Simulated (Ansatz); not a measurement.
Relaxed torsion scan: SMILES c1coc(-c2ccco2)c1. Scanned: dihedral O3–C4–C5–O9; all other coordinates were relaxed at B3LYP-D3(BJ)/def2-SVP. Points at φ and −φ are mirror images.

Geometry of the scan point at 15° (Å):
```
16

C     -2.8577    -0.7634    -0.3211
C     -2.7866     0.6006    -0.2593
O     -1.4943     1.0017    -0.1613
C     -0.7155    -0.1146    -0.1530
C      0.7151     0.0585    -0.0771
C      1.7655    -0.8058    -0.2873
C      2.9577    -0.0586    -0.0263
C      2.5484     1.2002     0.3162
O      1.1940     1.2783     0.2915
C     -1.5089    -1.2355    -0.2483
H     -3.7617    -1.3627    -0.4005
H     -3.5320     1.3906    -0.2701
H      1.6899    -1.8438    -0.6011
H      3.9843    -0.4111    -0.0934
H      3.0745     2.1104     0.5891
H     -1.1664    -2.2672    -0.2535
```

Calculation: CCSD(T) on RHF/cc-pVDZ, frozen core // B3LYP-D3(BJ)/def2-SVP in Ansatz (a first-principles code).

Scanned values (°): -165, -135, -105, -75, -45, -15, 15, 45, 75, 105, 135, 165.

Q: Locate the minima and the barriers on this grid.

A: Lower than their neighbours: . Higher than their neighbours: -105° (5.8 mEh), 105° (5.8 mEh). The whole profile spans 5.8 mEh.
